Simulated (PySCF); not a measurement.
The vertical singlet excitations below were computed for one of the candidates. The calculation used TDDFT CAM-B3LYP/def2-SVPD, vertical, gas phase, core orbitals frozen in the response in PySCF. Geometries: GFN2-xTB, one conformer each. Ions are computed without counter-ions or solvent.

```csv
state,E (eV),λ (nm),f
S1,4.41,281.1,0.161
S2,5.06,244.8,0.0006
S3,5.27,235.3,0.045
S4,6.02,206.0,0.0002
S5,6.10,203.3,0.0089
S6,6.21,199.7,0.249
S7,6.44,192.6,0.204
S8,6.51,190.4,0.0007
```

Orbital energies (eV): HOMO-3 -16.54, HOMO-2 -16.13, HOMO-1 -15.78, HOMO -14.86, LUMO -7.69, LUMO+1 -6.12, LUMO+2 -3.73.

Question: Which structure fits?
A. `Cc1cn(C)[n+](C)c1`
B. `N#Cc1cc[s+]cc1`
C. `N#Cc1cccc[s+]1`

Answer: C. Its S1, at 4.41 eV, is the lowest among the candidates; the nearest of the others has S1 at 4.77 eV. S1 is HOMO→LUMO (92%). Löwdin shares by element: HOMO carbon 43% or more, nitrogen 22% (atoms not listed hold the other 34%); LUMO carbon 51% or more, sulfur 24% (atoms not listed hold the other 25%). At the same level the other candidates give, for their lowest levels:
- `Cc1cn(C)[n+](C)c1`: 5.87 eV (f 0.133); 6.99 eV (f 0.163); 7.65 eV (f 0.028); 8.10 eV (f 0.539); 8.37 eV (f 0.003); T1 4.24 eV; HOMO -13.18, LUMO -4.26 eV
- `N#Cc1cc[s+]cc1`: 4.77 eV (f 0.056); 4.81 eV (f 0.320); 4.91 eV (f 0.000); 5.84 eV (f 0.001); 6.14 eV (f 0.010); T1 3.12 eV; HOMO -14.97, LUMO -7.73 eV
Triplets come from the Tamm–Dancoff approximation.
